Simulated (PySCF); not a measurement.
Work out the structure from these simulated measurements.

Elements present: C, F and H. Monoisotopic mass: 119.9998 u.

| Property | Result |
| --- | --- |
| Rotational structure | rotational constants A, B, C: 3.731, 2.356, 1.971 GHz [GFN2-xTB] |
| XPS | C1s 297.2, C1s 299.2, F1s 694.5 (×2), F1s 694.8 (×3) eV [ΔSCF SCAN, pcX-2 on the ionised atom, pcseg-1 elsewhere, spin-free X2C] |
| Triplet | lowest triplet excitation (Tamm–Dancoff): 9.26 eV [TDA B3LYP/def2-SVPD] |
| Dipole | 1.54 D [B3LYP/def2-SVPD] |
| UV, strongest line | among the 8 lowest singlet transitions: S4 at 10.90 eV (114 nm, f = 0.039) [TDDFT B3LYP/def2-SVPD] |
| Polarisability | 31.4 au [B3LYP/def2-SVPD] |
| UV, first state | lowest singlet excitation: 9.64 eV (129 nm, f = 0.036) [TDDFT B3LYP/def2-SVPD] |

Gas-phase values; electronic properties from PySCF, density fitting. Levels stand in brackets. Geometry: GFN2-xTB; no solvent, vibrations or thermal averaging.

Question: Which formula fits the mass and the elements?

Answer: C2HF5 (calculated 119.9998). No other formula that holds each of these elements comes within 0.0003 u with a fitting electron parity and a possible valence count.

Question: Give a SMILES that accounts for the data.

Answer: Numbering: `[F:1][CH:2]([F:3])[C:4]([F:5])([F:6])[F:7]`. Its formula, C2HF5, gives 0 degrees of unsaturation, so no ring and no π bond. The core levels belong to: C1s 297.2 eV, CHF2 carbon [C2]; C1s 299.2 eV, CF3 carbon [C4]; F1s 694.5 eV, fluorine of a CF2 group [F1/F3]; F1s 694.8 eV, fluorine of a CF3 group [F5/F6/F7]. One atom of each topological class was ionised and stands for its class. The optimised geometry has point group Cs and is an asymmetric top. Structure: CF3CHF2, `FC(F)C(F)(F)F`. The assignments are read from this structure; whether some other isomer fits the data as well wasn't checked.

Shape of the structure used: `[F:1][CH:2]([F:3])[C:4]([F:5])([F:6])[F:7]`: F1–C2–C4–F5 59°.
